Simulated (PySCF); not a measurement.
## Working out the ionisation energy of Tc⁺

Tc⁺ [Kr] 4d5 5s1 (7S) → Tc²⁺ [Kr] 4d5 (6S). All numbers are calculated (PySCF 2.14, scalar relativity through the core potential, in def2-SVP with the def2 core potential (28 electrons)). Frozen: 4s2 4p6. Energies in hartree (1 hartree = 27.21139 eV):

| part | Tc⁺ (lower) | Tc²⁺ (upper) |
| --- | --- | --- |
| UHF | -79.887585 | -79.362906 |
| MP2 opposite-spin | 0.000000 | 0.000000 |
| MP2 same-spin | -0.051471 | -0.037234 |

What does Hartree-Fock give?

(-79.362906) − (-79.887585) = 0.524679 hartree = 14.277 eV.

What do MP2 and SCS-MP2 (6/5 opposite-spin, 1/3 same-spin) give?

The opposite-spin parts differ by 0.000 eV and the same-spin parts by 0.387 eV. MP2: 14.277 + (0.000) + (0.387) = 14.664 eV. SCS-MP2: 14.277 + 1.2 × (0.000) + (0.387)/3 = 14.406 eV.

Reference: 15.26 eV (semi-empirical (NIST evaluation); NIST Atomic Spectra Database, ionization energies).

A double-zeta basis recovers only part of the correlation energy.

What remains against the reference includes basis incompleteness, the frozen core and correlation beyond second order.
